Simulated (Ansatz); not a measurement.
Reaction (redistribution): `[SiH3]B(Cl)[SeH]` + `O[SiH]([SiH3])S` → `ClB[SeH]` + `O[SiH](S)[SiH2][SiH3]`

Computed with Ansatz on PBE0-D4/def2-TZVP structures; ΔE is electronic, products minus reactants. CBS: MP2 limit from def2 TZ/QZ plus the TZ coupled-cluster correction, frozen cores. DFT in def2-TZVPP. B3LYP here is the variant with VWN-RPA as its local correlation; programs differ in this. For Se outer-core shells are correlated without core-valence functions, which leaves a few kJ/mol of doubt a bond. Scalar relativity is left out up to krypton. Each species was taken in one conformer, which may not be the lowest.

```tsv
level	ΔE (kcal/mol)	difference from CCSD(T)/CBS
PBE-D4	-5.4	-0.9
r2SCAN-D4	-5.2	-0.7
B3LYP-D4	-4.8	-0.3
B2PLYP	-4.5	0.0
PBE	-5.3	-0.8
B3LYP	-4.6	-0.1
HF/def2-TZVPP	-4.7	-0.2
CCSD/def2-TZVPP	-4.7	-0.2
CCSD(T)/def2-TZVPP	-4.6	-0.1
SCS-MP2/def2-QZVPP	-4.1	0.4
CCSD(T)/CBS	-4.5	0
```

Largest T1 diagnostic among the species: 0.013.
